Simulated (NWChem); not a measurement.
Molecule: C2H3Cl2F; SMILES CC(Cl)(F)Cl

Program: NWChem. The geometry was optimised at PBE0/def2-SVP.

Task: Estimate the computed values for revPBE/def2-SVP. Quantities: highest occupied level (eV); orbital gap (eV); dipole (D).

Result: The highest occupied level (eV) is -7.13. The orbital gap (eV) is 6.47 and the dipole (D) is 1.82.
